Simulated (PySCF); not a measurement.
Consider `O=C(O)c1cccc(O)c1` (C7H6O3). Non-hydrogen atoms are numbered in `[O:1]=[C:2]([OH:3])[c:4]1[cH:5][cH:6][cH:7][c:8]([OH:9])[cH:10]1`. These are map numbers, not IUPAC locants.

Energies: ωB97X-D3(BJ)/ma-def2-SVP (PySCF, density fitting, integration grid level 2) on PBE0-D3(BJ)/ma-def2-SVP structures. The prefix ma- adds one diffuse s and one diffuse p function on all atoms but H. Thermal corrections: GFN2-xTB frequencies, unscaled, ideal gas at 298.15 K and 1 bar, quasi-RRHO entropy. These were taken at the GFN2-xTB minima.

(1) Rank these of its positions by gas-phase deprotonation enthalpy, most acidic first.
A. C10 (aromatic carbon)
B. O3 (acid OH oxygen)
C. C7 (aromatic carbon)
D. O9 (phenolic oxygen)

Not ranked, since the method can't order them against a listed neighbour: C6 (1646 kJ/mol).

(2) For C7 (aromatic carbon), what are ΔE (electronic) and ΔG(298 K) of the loss of the proton?

(3) Of those listed, which site of deprotonation is favoured in chloroform (IEF-PCM), and by how much?

## Answers

(1) B (1417 kJ/mol), D (1439 kJ/mol), A (1601 kJ/mol), C (1630 kJ/mol).

(2) ΔE = 1663 and ΔG = 1596 kJ/mol, beside ΔH = 1630 kJ/mol. The product is `O=C(O)c1cc[c-]c(O)c1`.

(3) O3 (acid OH oxygen), by 40 kJ/mol over O9 (phenolic oxygen); the gas phase favours the same one.

Note: ma-def2-SVP is a small basis, whose errors can reach tens of kJ/mol; the order of C7 and C6 is undecided: the gaps lie inside the method's error (some 20 kJ/mol, one structure a species); C5 is not listed: the run failed or kept an imaginary mode, or the ion rearranged or equalled another.
